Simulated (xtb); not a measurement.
xtb input:

```bash
xtb mol.xyz --gfn 1 --sp --chrg -1 --uhf 0
```
mol.xyz:
```
11

C     -2.75851032     0.30192087     0.25290794
C     -1.75819783     0.01719571    -0.60014806
C     -0.62059479    -0.90966083    -0.22759901
Ge     1.01909931     0.12051637     0.15176402
H     -3.46554493     1.00802966    -0.23472477
H     -1.63536157     0.43053649    -1.62089659
H     -0.88324761    -1.44734828     0.68702833
H     -0.37167005    -1.63834553    -1.01037211
H      0.86956629     1.01145341     1.40681402
H      1.39057562     1.06558497    -1.02405359
H      2.30832173    -0.74316910     0.38879068
```

**Question.** Predict the final energy.

**Answer.** -11.88152 Eh (GFN1-xTB).

It need not be the lowest isomer of its formula. Whether it binds its extra electron was not tested at this geometry.
